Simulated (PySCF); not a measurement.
2-fluoro-3-methylbuta-1,3-diene (C₅H₇F), SMILES C=C(C)C(=C)F. Geometry: PBE-D3(BJ)/def2-SVP. One conformer was computed; it need not be the lowest.

Question: Give the equilibrium geometry at PBE-D3(BJ)/def2-SVP (PySCF confirms it by a frequency run) as Cartesian coordinates in Å, and its point group. (Estimate from the structure and the level; the computed values follow.)

Answer: Several could match; the one computed here: point group Cs.
```xyz
13

C      1.3858    -1.2130     0.0000
C      0.1269    -0.7125     0.0000
C     -1.0960    -1.5935     0.0000
C     -0.0835     0.7439     0.0000
C     -1.2637     1.3981     0.0000
F      1.0590     1.4709     0.0000
H      2.2615    -0.5492     0.0000
H      1.5601    -2.2995     0.0000
H     -1.7297    -1.4046    -0.8917
H     -1.7297    -1.4046     0.8917
H     -0.8115    -2.6623     0.0000
H     -2.2117     0.8477     0.0000
H     -1.2866     2.4963     0.0000
```
